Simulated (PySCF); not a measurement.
[Au(C2H4)(H)], neutral singlet in the gas phase. 

Cartesian coordinates (Å):
```xyz
8

Au    -0.0441     0.0118     0.1536
C      0.0977    -0.6523    -2.0396
C      1.0196     0.3538    -1.8519
H      0.3882    -1.7137    -1.9771
H     -0.9050    -0.4412    -2.4460
H      0.7830     1.4008    -2.1022
H      2.0761     0.1283    -1.6334
H     -0.4858     0.1300     1.6927
```
Charge 0, multiplicity 1.

All levels are single points at this geometry (PBE-D3(BJ)/def2-SVP); Pople sets use spherical d functions. Orbital energies aren't observables, and empty levels follow the basis.

```csv
level,HOMO (eV),LUMO (eV),gap (eV),dipole (D),"vertical IE, Delta-SCF (eV)"
TPSSh-D3(BJ)/def2-TZVP in PySCF,-6.44,-1.97,4.46,3.74,–
B3LYP/6-311+G** (LANL2DZ on Au) in PySCF,-6.92,-1.89,5.03,3.91,–
B3LYP/6-31G* (LANL2DZ on Au) in PySCF,-6.95,-1.74,5.21,4.33,9.46
B3LYP/LANL2DZ in PySCF,-6.98,-1.88,5.10,4.18,–
BP86/6-31G* (LANL2DZ on Au) in PySCF,-6.33,-2.55,3.77,4.08,–
HF/6-31G* (LANL2DZ on Au) in PySCF,-9.10,1.36,10.46,5.31,8.15
```
